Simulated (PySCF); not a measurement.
**Tc³²⁺: ionisation energy**

Tc³²⁺ [Ne] 3s1 [3s1/2^1, M_J = 1/2] → Tc³³⁺ [Ne], as a difference of total energies. All numbers are calculated (PySCF 2.14, the two-component X2C-1e Hamiltonian, in an even-tempered Gaussian basis (18 s from 5.5 bohr⁻², ratio 2.4; 13 p from 7.2 bohr⁻², ratio 2.4; 4 d from 23 bohr⁻², ratio 2.6; 4 f from 35 bohr⁻², ratio 2.6)). Correlated levels: 1s2 frozen; the 50 highest virtual spinors dropped. "Screened" scales the spin-orbit matrix elements by Boettger's factors to mimic the two-electron term; Breit and QED terms are absent.

```json
{"method": "GHF (screened spin-orbit)", "ionisation energy (eV)": "1899.9"}
{"method": "GMP2 (screened spin-orbit)", "ionisation energy (eV)": "1900.5"}
```

Breit and QED terms and the two-electron picture change are absent.

For comparison: 1900.28 ± 0.06 eV (semi-empirical (NIST evaluation); NIST Atomic Spectra Database, ionization energies).
